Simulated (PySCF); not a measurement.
C5H8NO2 (charge -1).
Numbering: `[CH3:1][N:2]([CH3:3])/[C:4]([O-:5])=[CH:6]/[CH:7]=[O:8]` (hydrogens: H9, H10, H11 on C1; H12, H13, H14 on C3; H15 on C6; H16 on C7)

Computed with PBE0-D3(BJ)/def2-SVP geometry optimisation, gas phase in PySCF.

(1) List the bond lengths, angles and torsions at this level.

Results:

(1) 
| bond | length (Å) |
| --- | --- |
| C1–N2, N2–C3 | 1.428 |
| N2–C4 | 1.426 |
| C4–O5 | 1.241 |
| C4=C6 | 1.426 |
| C6–C7 | 1.413 |
| C7=O8 | 1.239 |
| C1–H9, C1–H11, C3–H12 | 1.101 |
| C1–H10, C3–H13, C3–H14 | 1.112 |
| C6–H15 | 1.092 |
| C7–H16 | 1.125 |

Bonds in one row agree within 0.01 Å and their mean is given. A selection of angles:
| angle | degrees |
| --- | --- |
| N2–C1–H9 | 110.9 |
| N2–C1–H10 | 114.1 |
| N2–C1–H11 | 109.5 |
| H9–C1–H10 | 107.3 |
| C1–N2–C3 | 116.6 |
| C1–N2–C4 | 122.9 |
| C3–N2–C4 | 117.6 |
| N2–C3–H12 | 106.7 |
| H12–C3–H13 | 109.6 |
| N2–C4–O5 | 116.9 |
| N2–C4–C6 | 117.1 |
| O5–C4–C6 | 125.9 |
| C4–C6–C7 | 121.5 |
| C4–C6–H15 | 122.1 |
| C7–C6–H15 | 116.4 |
| C6–C7–O8 | 127.8 |
| C6–C7–H16 | 112.7 |
| O8–C7–H16 | 119.5 |

Dihedral angles: C1–N2–C4–O5 175° (antiperiplanar); N2–C4–C6–C7 -177° (antiperiplanar); C4–C6–C7–O8 -179° (antiperiplanar). The mirror-image conformer, all signs reversed, is as good.

C4 (vinylic carbon bearing oxygen) is planar (angles 125.9°, 117.1° and 116.9°, sum 360.0°, 0.00 Å off the plane of its three neighbours). Of the pairs four or more bonds apart, O5···H12 is among the closest relative to their van der Waals radii: 2.12 Å, 78 % of the sum of Bondi's values. C6 (carbon bonded to 2 C and H) is planar (angles 122.1°, 121.5° and 116.4°, sum 360.0°, 0.01 Å off the plane of its three neighbours). All 3 C–N bonds measure 1.426 to 1.429 Å. N2 (enamine nitrogen) is almost planar (angles 122.9°, 117.6° and 116.6°, sum 357.1°, 0.14 Å off the plane of its three neighbours). C7 (aldehyde carbon) is planar (angles 127.8°, 119.5° and 112.7°, sum 360.0°, 0.00 Å off the plane of its three neighbours).

Point group: C1 (no symmetry element, even within 0.4 Å). No PBE0-D3(BJ)/def2-SVP frequencies stand behind this structure, so it isn't proved a minimum.

Hardware: one thread, Arm Neoverse V1 (aarch64), no GPU, on a shared host. Cost: 74 s wall, 0.73 GiB resident at most. These figures are those of the optimisation.
